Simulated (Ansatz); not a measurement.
C$_{6}$H$_{16}$BNSi (`BN(CC=C)[Si](C)(C)C`), 25 atoms. Total charge 0; spin multiplicity 1. Hardware: A = 4 threads of an AMD EPYC 7R13 on a shared host and a share of an NVIDIA H100 80 GB; B = 4 threads of an AMD EPYC 7R13 on a shared host. Correlated methods freeze the cores.

(1) Give the basis size and wall time and peak host memory of each of these runs in Ansatz. direct RPA on PBE orbitals/def2-TZVPP energy [A]; RKS PBE0-D4/def2-TZVP relaxation (12 steps) [A]; RKS B3LYP-D4/def2-TZVPP energy and forces [A]; RKS ωB97M-V/def2-QZVPP energy [A]; RKS ωB97X-V/def2-TZVPP energy [A]; RKS ωB97M-V/def2-SVP energy [B]; RKS PBE0-D4/def2-QZVPP energy [A]; RHF-CCSD(T)/def2-SVP energy [A]; RHF-MP2/def2-TZVPP energy [A]; RKS B2PLYP (frozen core)/def2-TZVPP energy [A]; RKS PBE0-D4/def2-SVP energy [B]; RKS PBE0-D4/def2-TZVPP energy [A]. (Estimate.)

## Answers

(1) Computed: Other jobs shared the machine, so times are rough.

| level | job | functions | wall time | peak host memory (GiB) |
| --- | --- | --- | --- | --- |
| RHF-MP2/def2-TZVPP | energy [A] | 514 | 4.8 s | 1.3 |
| RKS PBE0-D4/def2-TZVPP | energy [A] | 514 | 4.9 s | 1.1 |
| RKS PBE0-D4/def2-SVP | energy [B] | 210 | 5 s | 1.3 |
| RHF-CCSD(T)/def2-SVP | energy [A] | 210 | 8 s | 1.3 |
| RKS PBE0-D4/def2-QZVPP | energy [A] | 1006 | 8.5 s | 1.6 |
| RKS B3LYP-D4/def2-TZVPP | energy and forces [A] | 514 | 9.5 s | 1.3 |
| RKS ωB97M-V/def2-QZVPP | energy [A] | 1006 | 9.5 s | 1.7 |
| direct RPA on PBE orbitals/def2-TZVPP | energy [A] | 514 | 10 s | 2.9 |
| RKS B2PLYP (frozen core)/def2-TZVPP | energy [A] | 514 | 12 s | 2.9 |
| RKS ωB97X-V/def2-TZVPP | energy [A] | 514 | 14 s | 1.3 |
| RKS ωB97M-V/def2-SVP | energy [B] | 210 | 14 s | 1.3 |
| RKS PBE0-D4/def2-TZVP | relaxation (12 steps) [A] | 381 | 57 s | 1 |

B3LYP here is the variant with VWN-RPA as its local correlation; programs differ in this.
